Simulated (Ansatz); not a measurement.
A search over several starts for the lowest SCF solution of CH6GeO⁻, that is Ge(OMe)H3 with one electron more at the given spin, in a small basis.

```yaml
crystal:
  periodic: [false, false, false]
  atoms:
    - {symbol: Ge, position_ang: [-0.381083, 0.612565, -1.167426]}
    - {symbol: O, position_ang: [-0.341736, 0.558251, 0.635031]}
    - {symbol: C, position_ang: [0.339314, -0.544516, 1.222116]}
    - {symbol: H, position_ang: [-0.117243, -1.514155, 0.946983]}
    - {symbol: H, position_ang: [0.274468, -0.433219, 2.314724]}
    - {symbol: H, position_ang: [1.409306, -0.574003, 0.941787]}
    - {symbol: H, position_ang: [1.075916, 0.662092, -1.703300]}
    - {symbol: H, position_ang: [-1.168052, 1.896694, -1.493566]}
    - {symbol: H, position_ang: [-1.090888, -0.663709, -1.696338]}
basis:
  gaussian: {orbitals: def2-SVP}
total_charge: -1
magnetization: {spin_polarized: true, initial_magnetization: 1}
hamiltonian: {xc: pbe0, dispersion: d4}
output: {orbitals: {seedname: orbitals}}
```

```sh
$ ansatz run in.yaml --threads 4 --pin off --events-out ev --progress --plain --max-ram 3916MiB
```

It prints (some lines left out):

```
Functional definition: PBE0
  name "PBE0"
  cite "Adamo & Barone, J. Chem. Phys. 110, 6158 (1999) doi:10.1063/1.478522"
  cite "Perdew, Burke & Ernzerhof, Phys. Rev. Lett. 77, 3865 (1996) doi:10.1103/PhysRevLett.77.3865"
  parent pbe
  parameter a = 0.25
  parameter kappa = 0.804
  parameter beta = 0.06672455060314922
  exchange = (1 - a)*pbe_x(kappa = kappa, mu = beta*pi^2/3) + a*exact_x
  correlation = pbe_c(beta = beta)
898 factors; integrals over basis functions are off by at most 1.6e-3 eV
mean field evaluation 1: about -59676.1341 eV, gradient 1.6e1 eV
mean field evaluation 2: about -59676.4605 eV, gradient 1.6e1 eV
mean field evaluation 4: about -59677.1869 eV, gradient 1.4e0 eV
mean field evaluation 8: about -59677.3333 eV, gradient 1.3e-1 eV
mean field evaluation 16: about -59677.3335 eV, gradient 1.3e-3 eV
mean field -59677.33352440 eV, -2193.1015562721 hartree, gradient 4.9e-5 eV, S^2 0.752438; 2 other end points of the search recorded, 0 dependent functions left out
reference -59677.33355339 eV, -2193.1015573377 hartree; 27, 26 occupied and 63, 64 virtual orbitals, 898 factors
Total energy: -59677.47759139 eV, -2193.1068506364 hartree
```

Run time 2.2 s (4 threads of Arm Neoverse V1 on a shared host).

The highest occupied level of the charge -1 doublet lies above zero (up to 4.12 eV). By energy differences it is unbound by 1.17 eV (vertical, against the charge 0 singlet, at PBE0-D4/def2-TZVPD) and held by the finite basis.
